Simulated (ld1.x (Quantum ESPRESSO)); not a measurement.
# nitrogen: excitation energies, all-electron against TM

| Item | Value |
| --- | --- |
| Element | nitrogen |
| Generator | ld1.x (Quantum ESPRESSO) 7.5 |
| Type | norm-conserving Troullier–Martins (Kleinman–Bylander form) |
| Functional | PBE |
| Relativity | non-relativistic |
| Frozen core | [He] |
| Valence charge | 5 |
| Reference configuration | 2s2 2p3 |
| Partial waves | 2p (bound): rc 2.65 bohr; 3d channel at 0.35 Ry: rc 2.75 bohr; 2s (bound): rc 0.70 bohr |
| Local potential | the s channel |
| Core correction | none |

Energies are relative to the spin-unpolarised reference configuration 2s2 2p3; without spin polarisation the order of configurations can differ from experiment.

```tsv
valence configuration	charge	ΔE all-electron (eV)	error AE − PS (meV)
2s2 2p2	+1	13.597	+139
2s2 2p1	+2	42.456	+1116
2s2 2p0	+3	89.541	+4113
2s2 2p2.5	+0.5	5.096	+21
2s2 2p3.3	-0.3	-1.620	+2.4
2s1 2p3	+1	25.345	-201
```

Problem. What are ΔE and the potential's error for 2s0 2p5?

Solution. ΔE = 22.981 eV all-electron; the error (AE − PS) is -109 meV.
